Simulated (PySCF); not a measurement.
C₂H₆OSi.
SMILES: `O[SiH]1CC1`

Computed, not measured: EOM-IP-CCSD/aug-cc-pVDZ in PySCF, restricted Hartree–Fock reference, frozen core, non-relativistic, gas phase, PBE0-D3(BJ)/def2-SVP geometry.

The vertical ionisation energies are 8.86, 10.49, 12.61, 12.88, 13.37, 13.67, 15.53, 15.92 eV.

Problem. Which Hartree–Fock orbital leads each hole, and what is its Koopmans value −ε?

Solution. 
| leading hole (HF orbital) | Koopmans (eV) | EOM-IP-CCSD (eV) | change (eV) | one-hole share |
| --- | --- | --- | --- | --- |
| HOMO | 9.46 | 8.86 | -0.60 | 0.96 |
| HOMO-1 | 11.28 | 10.49 | -0.79 | 0.95 |
| HOMO-2 | 13.66 | 12.61 | -1.05 | 0.95 |
| HOMO-4 | 14.67 | 12.88 | -1.79 | 0.94 |
| HOMO-3 | 14.50 | 13.37 | -1.13 | 0.94 |
| HOMO-5 | 15.21 | 13.67 | -1.54 | 0.94 |
| HOMO-6 | 16.81 | 15.53 | -1.28 | 0.94 |
| HOMO-7 | 17.43 | 15.92 | -1.51 | 0.93 |

Problem. Does the order of the lines follow the orbital energies?

Solution. No: the HOMO-4 hole (12.88 eV) falls below the HOMO-3 hole (13.37 eV). The corrections run from -1.79 to -0.60 eV, with a mean of -1.21 eV over the 8 lines; no line lies above its Koopmans value.

Problem. At what kinetic energies would He I light (21.22 eV) eject these electrons?

Solution. 12.36 eV (HOMO), 10.73 eV (HOMO-1), 8.61 eV (HOMO-2), 8.34 eV (HOMO-4), 7.85 eV (HOMO-3), 7.55 eV (HOMO-5), 5.69 eV (HOMO-6), 5.30 eV (HOMO-7).

Problem. What total energy has the lowest final state, and which wavelength reaches it?

Solution. E(CCSD) + ionisation energy = -443.67182 + 0.32569 = -443.34613 Eh, at the geometry of the initial state. The threshold wavelength is 1239.84 eV nm/8.86 eV = 139.9 nm.

One root was sought for each valence orbital with −ε under 21 eV, eight at most, so deeper holes and satellites are missing; no vibrational structure.

Time: 3.1 min wall. Hardware: one thread of an Arm Neoverse V2, on a shared host.

The values belong to the conformer `[OH:1][SiH:2]1[CH2:3][CH2:4]1`: H–O1–Si2–C3 33°.
